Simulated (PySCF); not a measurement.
A side-by-side comparison of computed properties.

First species: C₇H₅F₃O.
SMILES: `C=C1C=C(OC(F)(F)F)C1=C`

Second species: C₈H₁₂N₂.
Cartesian coordinates in Å at the GFN2-xTB level; atoms count from 1:
```xyz
22
C8H12N2 angstrom
C      3.196    0.892   -0.864
C      2.120    0.020   -0.321
C      2.249   -1.245    0.282
C      0.964   -1.616    0.598
N      0.155   -0.615    0.195
C     -1.269   -0.535    0.305
C     -1.834    0.756    0.930
C     -2.848    0.846   -0.220
C     -2.035   -0.204   -0.990
N      0.848    0.378   -0.362
H      3.715    0.390   -1.679
H      2.763    1.817   -1.234
H      3.925    1.123   -0.089
H      3.152   -1.794    0.455
H      0.580   -2.499    1.068
H     -1.623   -1.444    0.797
H     -1.094    1.551    0.892
H     -2.235    0.671    1.938
H     -3.835    0.486    0.063
H     -2.945    1.818   -0.696
H     -2.589   -1.021   -1.448
H     -1.369    0.245   -1.722
```

Levels: PBE0/pcSseg-1 for dipole moment, HOMO energy, LUMO energy and HOMO–LUMO gap; GFN2-xTB for rotational constant A and rotational constant C. Geometries: GFN2-xTB. Each structure is a single optimised conformer of the isolated species, non-relativistic unless stated. Electronic properties by PySCF.

Dipoles, sizes and rotational constants follow the conformer. The torsions of the flexible species, by atom-mapped SMILES:
- `[CH2:1]=[C:2]1[CH:3]=[C:4]([O:5][C:6]([F:7])([F:8])[F:9])[C:10]1=[CH2:11]`: C3–C4–O5–C6 0°, C4–O5–C6–F7 180°
- `[CH3:1][c:2]1[cH:3][cH:4][n:5]([CH:6]2[CH2:7][CH2:8][CH2:9]2)[n:10]1`: C4–N5–C6–C7 129°

```tsv
property	column X	column Y
dipole moment	1.67 D	1.61 D
HOMO energy	-6.70 eV	-6.99 eV
LUMO energy	0.70 eV	-1.23 eV
HOMO–LUMO gap	7.40 eV	5.76 eV
rotational constant A	3.160 GHz	2.486 GHz
rotational constant C	0.747 GHz	0.571 GHz
```

(1) Which column belongs to which species?

(2) How does each property change from the first species to the second?

Answers

(1) Column X is the second species and column Y the first. The first has 16 atoms and 82 electrons, the second 22 and 74.

(2) dipole moment +0.06 D; HOMO energy +0.29 eV; LUMO energy +1.93 eV; HOMO–LUMO gap +1.64 eV; rotational constant A +0.674 GHz; rotational constant C +0.176 GHz.

On the first: A dipole of 1.61 D is allowed in Cs, and pure rotational transitions are dipole-allowed. The dipole matches unit charges of opposite sign 0.34 Å apart (1 e·Å = 4.8032 D).

On the second: The dipole equals about 5.6 × 10⁻³⁰ C·m (1 D = 3.33564 × 10⁻³⁰ C·m).
